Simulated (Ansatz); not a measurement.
A nudged elastic band was laid between two geometries of CH₆AlNO₂Si (12 atoms, charge 0, multiplicity 1).

Method: RKS PBE-D4/6-31G* in Ansatz 0.2.0.

| Property | Result |
| --- | --- |
| movable images | 3 |
| climbing image | yes |
| spring | 5.0 eV/Å² |
| optimiser | quadratic models (default) |
| start path | through a guess of the saddle point |
| force threshold | 0.03 eV/Å |
| iteration limit | 60 |
| end points | relaxed |

First end point:

```xyz
12
Properties=species:S:1:pos:R:3
O 0.760 2.399 1.738
Al 0.421 0.961 0.843
N -0.759 0.758 -0.511
C -0.889 -0.551 -1.151
O -0.272 -1.603 -0.415
Si 1.050 -1.343 0.629
H 0.281 3.225 1.552
H -1.374 1.451 -0.941
H -1.959 -0.827 -1.251
H -0.447 -0.536 -2.173
H 2.366 -1.665 -0.040
H 0.897 -2.323 1.756
```

Last end point:

```xyz
12
Properties=species:S:1:pos:R:3
O 0.726 2.316 1.048
Al 0.006 0.898 0.356
N -1.574 1.264 -0.556
C -1.049 1.239 -1.770
O -0.292 -2.228 -0.566
Si 0.650 -1.438 0.597
H 1.650 2.268 1.354
H -2.558 1.536 -0.480
H -0.108 -3.183 -0.652
H 0.078 0.902 -1.638
H 2.130 -1.640 0.355
H 0.418 -1.990 1.986
```

(1) What changes between the two ends?

(2) What energy profile does the band end with?

(3) What is the geometry of the highest image?

The band took 25 iterations and of the order of 7 core-minutes.

Results:

(1) Bonds broken: C4–O5, C4–H9. Bonds formed: O5–H9.

(2) The forces met the threshold. The highest image is number 2 of 0 to 4, 216.8 kJ/mol above the first end and 22.2 kJ/mol above the last; the last end lies 194.7 kJ/mol above the first. A structure lower than the last end lies on the path between it and the top, so the climb from that side starts below the end, which may itself be a saddle point or a shallow side well. Neighbouring images differ by up to 2.1 eV, so the band resolves the path poorly. Another band between the same ends (5 images) ends at a top of the same energy, where a vibrational analysis finds 1 clearly imaginary mode. So few images can step over the top or miss a turn of the path. The orbitals stay closed-shell, which can raise the energy where a bond breaks towards radicals; this wasn't checked here.

| image | path coordinate (Å) | energy (kJ/mol) | C4–O5 (Å) | C4–H9 (Å) | O5–H9 (Å) |
| --- | --- | --- | --- | --- | --- |
| 0 | 0.00 | 0.0 | 1.42 | 1.11 | 2.04 |
| 1 | 2.01 | 10.1 | 1.46 | 1.10 | 2.05 |
| 2 | 4.03 | 216.8 | 2.38 | 1.38 | 1.17 |
| 3 | 5.61 | 193.4 | 3.55 | 2.92 | 0.98 |
| 4 | 7.19 | 194.7 | 3.75 | 4.66 | 0.98 |

(3) 
```xyz
12
Properties=species:S:1:pos:R:3
O 0.746 2.568 0.852
Al 0.110 0.964 0.729
N -1.514 0.802 -0.278
C -1.057 0.185 -1.364
O -0.119 -1.915 -0.772
Si 0.781 -1.424 0.538
H 1.670 2.676 1.146
H -2.413 0.433 0.057
H -0.847 -1.182 -1.319
H -0.034 0.585 -1.628
H 2.264 -1.536 0.283
H 0.489 -2.212 1.789
```

Run time: 3.5 min on 2 threads of Intel(R) Xeon(R) Platinum 8259CL CPU @ 2.50GHz (Skylake/Cascade Lake) (shared host), peak memory 0.18 GiB.
